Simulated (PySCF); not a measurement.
Si(H)(Me)(OMe)(NH2) (C2H9NOSi), SMILES CO[SiH](N)C. The structure is a stationary point at PBE-D3(BJ)/def2-SVP. One conformer was computed; it need not be the lowest.

Computed equilibrium geometry at PBE-D3(BJ)/def2-SVP (PySCF confirms it by a frequency run) as Cartesian coordinates in Å (one conformer of several):
```xyz
14

Si     0.3266     0.1081    -0.4394
C      1.8975    -0.8950    -0.2837
N      0.5640     1.7120     0.1907
O     -0.8353    -0.8136     0.3782
C     -2.1620    -0.3661     0.5411
H     -0.1245     0.3188    -1.8625
H      1.7374    -1.9327    -0.6380
H      2.2211    -0.9485     0.7760
H      2.7162    -0.4388    -0.8743
H     -0.0586     2.4723    -0.0895
H      0.8910     1.8480     1.1504
H     -2.7288    -0.3621    -0.4209
H     -2.6922    -1.0454     1.2415
H     -2.2118     0.6661     0.9638
```
Charge 0, spin multiplicity 1.
